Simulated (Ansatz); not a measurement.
Consider the hydrogenolysis of the Si–Si bond: `C[SiH2][SiH](F)Cl` + H₂ → `F[SiH2]Cl` + `C[SiH3]`.

Gas-phase electronic energies from Ansatz, PBE0-D4/def2-TZVP geometries. CBS: MP2 limit from def2 TZ/QZ plus the TZ coupled-cluster correction, frozen cores. This one scheme is used for every species. Functionals use def2-TZVPP. One conformer a species, not always the lowest.

(1) Is it downhill or uphill in electronic energy at CCSD(T)/CBS, and by how much? (Estimate.)

(2) What do these levels give: PBE-D4, ωB97X-V, PBE, PBE0, HF/def2-TZVPP, MP2/def2-QZVPP? (Best estimate.)

Largest T1 diagnostic among the species: 0.011.

## Answers

(1) Computed: Downhill: ΔE = -23.9 kJ/mol.

(2) The calculation gave: PBE-D4 -6.2, ωB97X-V -24.2, PBE -14.8, PBE0 -21.9, HF/def2-TZVPP -58.3, MP2/def2-QZVPP -25.7 kJ/mol.

From PBE to PBE0 (25 % exact exchange), in def2-TZVPP and without D4, ΔE moves by −7.1 kJ/mol. The D4 term adds +13.8 kJ/mol with B3LYP and +7.9 kJ/mol with PBE0; it sums over pairs of atoms, weighted by their polarisabilities, and B3LYP, whose exchange is more repulsive, gets the larger term.

B3LYP here is the variant with VWN-RPA as its local correlation; programs differ in this.
